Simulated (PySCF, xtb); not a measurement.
H3NSeZn, SMILES [SeH][Zn][NH2]. One conformer was computed; it need not be the lowest.

Harmonic wavenumbers (cm⁻¹) from GFN2-xTB run with xtb at its own minimum, in rising order: 74, 88, 123, 202, 465, 486, 608, 618, 1534, 2097, 3423, 3436.

**Question.** What does B3LYP-D3(BJ)/def2-SVP (PySCF 2.14.0) give at its own minimum? (An estimate is asked for; the answer gives what the named calculation found.)

**Answer.** 110, 111, 156, 267, 413, 582, 670, 734, 1534, 2396, 3512, 3597. Paired by order, the mean absolute difference is 86 cm⁻¹ and the zero-point energies are 18.8 and 20.1 kcal/mol.
